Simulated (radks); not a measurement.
Values are calculated unless marked as measured or tabulated.
Q: Species: As V. Configuration: [Ar] 3d10 4s1. Level of theory: Dirac Kohn-Sham, LDA (Slater exchange, VWN5 correlation), spin-unpolarised, spherical densities, finite nucleus; Fermi nuclear charge, rms radius 4.0968 fm (a radial shooting solver on a logarithmic mesh with Libxc functionals).

Spin-orbit splittings of the eigenvalues, e(l+1/2) - e(l-1/2), with zeta = 2 splitting/(2l+1) and mean radii in bohr:

shell  occ.  splitting (eV)  zeta (eV)  <r> j=l-1/2  <r> j=l+1/2
2p        6           36.50      24.34       0.1748       0.1785
3p        6           5.050      3.367       0.6094       0.6200
3d       10               ?          ?       0.6646       0.6689

Estimate the 3d splitting.

A: 0.7428 eV (zeta = 0.2971 eV).
